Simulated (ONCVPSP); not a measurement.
## Logarithmic derivatives: B, ONCV

| Property | Result |
| --- | --- |
| Element | B (Z = 5) |
| Generator | ONCVPSP 4.0.1 |
| Type | optimised norm-conserving Vanderbilt (ONCV) |
| Functional | PBE |
| Relativity | non-relativistic |
| Frozen core | [He] |
| Valence charge | 3 |
| Reference configuration | 2s2 2p0.75 (charge +0.25) |
| Partial waves | 2s: rc 1.65 bohr, ncon 4, nbas 7, qcut 4.9 1/bohr, 2 projectors, debl 2.7 Ha; 2p: rc 3.70 bohr, ncon 4, nbas 7, qcut 4.6 1/bohr, 2 projectors, debl 2.8 Ha |
| Local potential | polynomial inside 1.20 bohr (lpopt 5, dvloc0 6 Ha) |
| Core correction | Teter function fitted to the true core (icmod 2), fcfact 0.6 |

The phase is arctan(r·R′/R) of the radial function R(r), unwrapped; energies in Ha, scanned from -2 to 5 Ha. A pole is an energy at which the radial function vanishes at the test radius. The pseudo phase is shifted by a multiple of π to meet the all-electron one at the reference energy, and phase errors are pseudo minus all-electron; the curves can meet again beyond the range given. Levels narrower than the energy grid can be missing from the lists of poles.

**Question.** For each channel, where are the poles, and over which energies does the pseudopotential scatter like the atom?

**Answer.**

```
channel  radius (bohr)  reference energy (Ha)  poles, all-electron      poles, pseudo  unbroken range about the reference energy with phases within 0.05 rad  phase error 1 Ha above the reference energy (rad)
      s           1.68                  -0.43                 1.24               1.24                                                        the whole range                                             -0.000
      p           3.76                  -0.21    -0.14, 0.95, 2.77  -0.14, 1.09, 2.78                                                              below 0.1                                             +0.052
```

Phases in the s channel:

```
E (Ha)  all-electron  pseudo
 -1.98         0.937   0.936
 -1.62         0.745   0.745
 -1.26         0.391   0.390
 -0.90        -0.203  -0.203
 -0.54        -0.782  -0.782
 -0.18        -1.121  -1.121
  0.18        -1.309  -1.309
  0.54        -1.426  -1.426
  0.90        -1.508  -1.509
  1.26        -1.574  -1.574
  1.62        -1.632  -1.632
  1.98        -1.689  -1.689
  2.34        -1.752  -1.752
  2.70        -1.831  -1.831
  3.06        -1.944  -1.944
  3.42        -2.133  -2.136
  3.78        -2.510  -2.525
  4.14        -3.219  -3.259
  4.50        -3.866  -3.902
  4.86        -4.187  -4.213
```
